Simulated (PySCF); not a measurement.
Species: C₉H₁₂O.
SMILES with atom numbers: `[CH3:1][CH2:2][CH2:3][C:4]1=[CH:5][C@@H:6]2[CH:7]=[CH:8][C@H:9]1[O:10]2` (hydrogens: H11, H12, H13 on C1; H14, H15 on C2; H16, H17 on C3; H18 on C5; H19 on C6; H20 on C7; H21 on C8; H22 on C9)

Computed by this run: PySCF, PBE0-D3(BJ)/def2-SVP geometry optimisation, gas phase; density fitting, grid level 1; the optimiser is geomeTRIC in internal coordinates, started from a GFN2-xTB structure with every atom displaced at random (about 0.01 Å).

Step 0: E = -11551.8211 eV
```
atom  x, y, z in Å  |  force x, y, z in eV/Å
C1      3.3611   -0.5389    0.6211   -1.888   1.579   0.450
C2      1.8228   -0.3371    0.6136    0.778   0.121  -0.256
C3      1.2856    0.0141   -0.7909    1.714   0.858   1.083
C4     -0.1356    0.1779   -0.7851   -2.689   0.283  -0.469
C5     -0.9602    1.2143   -1.0079    0.467  -0.194  -0.210
C6     -2.3846    0.7038   -0.7819    0.947  -0.841   0.455
C7     -2.4760    0.4429    0.7277   -1.135   0.920   0.203
C8     -1.6909   -0.5960    0.9410   -0.314  -0.319   0.192
C9     -1.1475   -0.9582   -0.4122    0.515  -0.497  -1.084
O10    -2.2517   -0.6346   -1.2536    0.160   0.005  -0.006
H11     3.8270    0.4015    0.3142    0.303   0.121  -0.126
H12     3.6987   -0.7696    1.6206    0.354  -0.334   0.527
H13     3.6030   -1.2974   -0.0746    0.653  -1.205  -0.897
H14     1.5343    0.4676    1.3160    0.014  -0.161  -0.045
H15     1.3457   -1.2628    0.9589   -0.162  -0.125   0.144
H16     1.5801   -0.7719   -1.4669    0.251  -0.676  -0.675
H17     1.7739    0.9517   -1.1317   -0.059  -0.267  -0.008
H18    -0.7278    2.2389   -1.2470    0.252   0.437  -0.121
H19    -3.1960    1.2251   -1.2577   -0.552   0.396  -0.327
H20    -3.0872    1.0510    1.4082    0.297  -0.241  -0.006
H21    -1.4774   -1.1127    1.8446    0.276  -0.393   0.948
H22    -0.7985   -2.0020   -0.5984   -0.183   0.532   0.228
```

Step 1: E = -11552.0675 eV
```
atom  x, y, z in Å  |  force x, y, z in eV/Å
C1      3.3664   -0.5094    0.6154   -0.018  -0.261  -0.145
C2      1.8566   -0.3317    0.6177   -0.048  -0.030   0.007
C3      1.3106    0.0226   -0.7661   -0.303  -0.206  -0.132
C4     -0.1779    0.1611   -0.8048    0.454  -0.036   0.132
C5     -0.9569    1.2204   -1.0270   -0.142   0.013  -0.023
C6     -2.3878    0.7037   -0.7853   -0.257   0.158  -0.163
C7     -2.5375    0.4409    0.7267    0.114  -0.062   0.010
C8     -1.7618   -0.6190    0.9537   -0.003  -0.049   0.029
C9     -1.1747   -0.9646   -0.4328   -0.043  -0.002   0.096
O10    -2.2705   -0.6269   -1.2668    0.038  -0.014   0.008
H11     3.8703    0.4155    0.3000    0.059   0.052  -0.012
H12     3.7446   -0.7780    1.6144    0.011  -0.004  -0.056
H13     3.6664   -1.3091   -0.0962   -0.043   0.216   0.241
H14     1.5621    0.4551    1.3336    0.010  -0.014  -0.008
H15     1.3736   -1.2604    0.9748    0.029   0.048  -0.008
H16     1.6190   -0.7734   -1.4762   -0.035   0.105   0.064
H17     1.7702    0.9548   -1.1246    0.052   0.072  -0.021
H18    -0.6807    2.2471   -1.2658    0.025  -0.012   0.021
H19    -3.2099    1.2447   -1.2801    0.112  -0.064   0.060
H20    -3.1039    1.0417    1.4342   -0.057   0.060   0.026
H21    -1.5413   -1.1291    1.8929    0.030   0.046  -0.057
H22    -0.8382   -1.9984   -0.5795    0.013  -0.017  -0.070
```

**Question.** Estimate the geometry and energy of step 2. (The exact step hangs on the optimiser's Hessian estimate; all steps are aligned on step 1, rigid shifts and turns removed.)

**Answer.** E = -11552.0747 eV, largest force 0.109 eV/Å
```
atom  x, y, z in Å  |  force x, y, z in eV/Å
C1      3.3560   -0.5142    0.6261   -0.022  -0.027  -0.050
C2      1.8464   -0.3324    0.6090    0.023   0.003   0.006
C3      1.3076    0.0196   -0.7790   -0.095   0.022  -0.049
C4     -0.1731    0.1678   -0.8104    0.009  -0.008   0.035
C5     -0.9656    1.2206   -1.0288    0.057   0.070  -0.048
C6     -2.3953    0.7035   -0.7828    0.042  -0.041   0.000
C7     -2.5245    0.4385    0.7321    0.005  -0.015   0.067
C8     -1.7418   -0.6179    0.9537   -0.049  -0.009  -0.049
C9     -1.1667   -0.9611   -0.4373   -0.047  -0.019   0.043
O10    -2.2700   -0.6267   -1.2640    0.011  -0.045   0.008
H11     3.8713    0.4075    0.3119    0.004   0.003   0.006
H12     3.7224   -0.7774    1.6295    0.002   0.002   0.004
H13     3.6671   -1.3148   -0.0662   -0.003   0.024   0.039
H14     1.5502    0.4586    1.3186   -0.005  -0.003  -0.001
H15     1.3583   -1.2557    0.9682    0.006  -0.001   0.001
H16     1.6102   -0.7746   -1.4880   -0.007   0.014   0.009
H17     1.7753    0.9513   -1.1371    0.019  -0.005   0.005
H18    -0.6922    2.2486   -1.2642    0.018   0.013   0.006
H19    -3.2192    1.2403   -1.2702    0.020  -0.006   0.006
H20    -3.0886    1.0409    1.4438   -0.003   0.004  -0.012
H21    -1.5029   -1.1221    1.8897    0.023   0.022   0.000
H22    -0.8261   -1.9927   -0.5966   -0.009   0.003  -0.025
```

The energy changes by -0.0072 eV. The first-order estimate −F·Δx gives -0.0141 eV and the mean of the old and new forces, exact on a quadratic surface, -0.0072 eV. The step makes an angle of 79° with the force vector and moves no atom by more than 0.039 Å.

What follows is the cost of the whole optimisation. Time: 72 s; peak memory 0.89 GiB. Hardware: one thread of an AMD EPYC 9R45, no GPU, shared host with 96 logical CPUs at a one-minute load of 58.
